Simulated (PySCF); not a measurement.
CH5AsGa, SMILES [CH3][Ga][AsH2], multiplicity 2.

Geometry optimised at B3LYP-D3(BJ)/def2-SVP. The spin state was assumed, not searched. The isomer is the one that the SMILES or the coordinates give; other isomers of the formula were not compared.

Method: B3LYP-D3(BJ)/def2-SVP in PySCF.

Frequencies are harmonic and unscaled.

```json
[
 {"mode": "1", "ν (cm⁻¹)": "57", "IR (km/mol)": "0.1", "moving atoms (share of kinetic energy)": "H 98 %"},
 {"mode": "2", "ν (cm⁻¹)": "97", "IR (km/mol)": "1.2", "moving atoms (share of kinetic energy)": "H 67 %, C 18 %, Ga 8 %"},
 {"mode": "3", "ν (cm⁻¹)": "107", "IR (km/mol)": "0.2", "moving atoms (share of kinetic energy)": "H 48 %, C 32 %, Ga 13 %"},
 {"mode": "4", "ν (cm⁻¹)": "206", "IR (km/mol)": "5.0", "moving atoms (share of kinetic energy)": "Ga 50 %, As 46 %"},
 {"mode": "5", "ν (cm⁻¹)": "415", "IR (km/mol)": "9.9", "moving atoms (share of kinetic energy)": "H 97 %"},
 {"mode": "6", "ν (cm⁻¹)": "497", "IR (km/mol)": "33.1", "moving atoms (share of kinetic energy)": "C 62 %, H 22 %, Ga 16 %"},
 {"mode": "7", "ν (cm⁻¹)": "543", "IR (km/mol)": "0.8", "moving atoms (share of kinetic energy)": "H 93 %"},
 {"mode": "8", "ν (cm⁻¹)": "577", "IR (km/mol)": "0.3", "moving atoms (share of kinetic energy)": "H 86 %, C 13 %"},
 {"mode": "9", "ν (cm⁻¹)": "700", "IR (km/mol)": "12.5", "moving atoms (share of kinetic energy)": "H 83 %, C 16 %"},
 {"mode": "10", "ν (cm⁻¹)": "989", "IR (km/mol)": "19.7", "moving atoms (share of kinetic energy)": "H 99 %"},
 {"mode": "11", "ν (cm⁻¹)": "1163", "IR (km/mol)": "9.5", "moving atoms (share of kinetic energy)": "H 82 %, C 18 %"},
 {"mode": "12", "ν (cm⁻¹)": "1411", "IR (km/mol)": "2.8", "moving atoms (share of kinetic energy)": "H 95 %"},
 {"mode": "13", "ν (cm⁻¹)": "1424", "IR (km/mol)": "6.9", "moving atoms (share of kinetic energy)": "H 95 %"},
 {"mode": "14", "ν (cm⁻¹)": "2149", "IR (km/mol)": "77.8", "moving atoms (share of kinetic energy)": "H 99 %"},
 {"mode": "15", "ν (cm⁻¹)": "2185", "IR (km/mol)": "85.3", "moving atoms (share of kinetic energy)": "H 99 %"},
 {"mode": "16", "ν (cm⁻¹)": "3014", "IR (km/mol)": "7.5", "moving atoms (share of kinetic energy)": "H 97 %"},
 {"mode": "17", "ν (cm⁻¹)": "3109", "IR (km/mol)": "8.0", "moving atoms (share of kinetic energy)": "H 91 %, C 9 %"},
 {"mode": "18", "ν (cm⁻¹)": "3141", "IR (km/mol)": "6.0", "moving atoms (share of kinetic energy)": "H 91 %, C 9 %"}
]
```
